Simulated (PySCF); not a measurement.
Species: C4H8BF.
InChI=1S/C4H8BF/c1-2-4(6)3-5/h2,4H,1,3,5H2/t4-/m0/s1

Torsions of this conformer, `[BH2:1][CH2:2][C@@H:3]([F:4])[CH:5]=[CH2:6]`: B1–C2–C3–F4 63°, C2–C3–C5–C6 97°.

The closed-shell ground state was solved at several levels (PySCF, density fitting, gas phase, non-relativistic). One conformer (not necessarily the lowest) at the GFN2-xTB geometry, without solvent, vibrations or thermal averaging.

| level | basis functions | HOMO (eV) | LUMO (eV) | gap (eV) | dipole (D) |
| --- | --- | --- | --- | --- | --- |
| PBE0/pcSseg-1 | 142 | -7.80 | -1.47 | 6.33 | 2.02 |
| wB97X-D/def2-SVPD | 187 | -9.70 | 0.49 | 10.19 | 2.06 |

(1) Estimate the row for B3LYP/pcJ-1, a basis of 242 functions; the other rows only guide the guess.

(2) Over all these levels, which gives the widest orbital gap and which the narrowest?

(3) How far do the dipole and the HOMO energy spread over the levels?

## Answers

(1) HOMO -7.55 eV, LUMO -1.72 eV, gap 5.83 eV, dipole 2.00 D.

(2) wB97X-D/def2-SVPD (range-separated hybrid) has the widest, 10.19 eV, and B3LYP/pcJ-1 (global hybrid, 20 % exact exchange) the narrowest, 5.83 eV. Functional and basis both differ between the two, so the spread mixes both effects.

(3) The dipole runs from 2.00 to 2.06 D (mean 2.02 D) and the HOMO from -9.70 to -7.55 eV.
